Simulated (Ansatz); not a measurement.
The cluster Sn₄H₈. Charge 0, multiplicity 1. Geometry PBE-D4/def2-SVP, basis def2-TZVP, Ansatz.

Cartesian coordinates in Å:
```
Sn -0.198 0.136 -1.148
Sn -0.687 -2.788 -1.439
Sn 0.436 -1.443 1.362
Sn 0.160 2.110 0.911
H 0.684 3.547 0.097
H -2.143 -2.676 -0.388
H -1.734 0.696 -1.739
H 2.091 -1.221 0.667
H -1.337 2.422 1.719
H 0.350 -3.076 0.151
H 1.023 0.579 -2.296
H 1.355 1.715 2.104
```

```csv
run,HOMO (eV),LUMO (eV)
A,-8.58,-1.02
B,-8.27,-1.17
C,-5.85,-3.27
D,-6.45,-2.72
E,-5.64,-3.29
```

In the def2 sets Sn takes a core potential; there is no spin–orbit coupling. LC-ωPBE has ω = 0.4 bohr⁻¹. Another isomer (singlet) lies 0.35 eV lower at PBE0-D4/def2-TZVP; other spin states weren't run for this one.

The runs used LC-ωPBE, PBE, PBE0, r2SCAN, ωB97M-V. Estimate which is which.

A LC-ωPBE (range-separated); B ωB97M-V (range-separated); C r2SCAN (0 % exact exchange); D PBE0 (25 % exact exchange); E PBE (0 % exact exchange). Exact exchange lowers occupied and raises empty levels; among semilocal functionals meta-GGAs tend to open the gap a little, and such runs are hard to tell apart. The gap grows from 2.35 eV (PBE) to 7.56 eV (LC-ωPBE).
